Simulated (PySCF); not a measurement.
**N²⁺ (nitrogen, charge +2) across methods**

[He] 2s1 2p1 3s1, high-spin 4P determinant (an excited configuration). Computed with PySCF 2.14 in aug-cc-pVDZ-DK (4s3p2d, 23 functions), with the spin-free X2C one-electron Hamiltonian (Gaussian nucleus).

```csv
method,E (hartree),mean ε 2s α (eV),mean ε 2p α (eV),mean ε 3s α (eV),Σ⟨r²⟩ (bohr²),⟨S²⟩
PBE0,-51.6187,-63.050,-52.405,-17.778,16.27,3.750
LDA,-51.1902,-60.084,-49.334,-17.156,16.17,3.750
wB97X,-51.6816,-65.381,-54.679,-19.379,16.35,3.750
UHF,-51.58062,-70.591,-59.895,-19.390,16.50,3.750
r2SCAN,-51.6500,-61.219,-50.739,-17.136,16.45,3.750
BLYP,-51.6572,-60.121,-49.647,-16.885,16.16,3.750
r2SCANh,-51.6508,-62.182,-51.668,-17.380,16.43,3.750
PBE,-51.6061,-60.392,-49.796,-17.130,16.18,3.750
```

The outer electron is Rydberg-like, and this basis confines it to a smaller radius and binds it less than a complete one would.
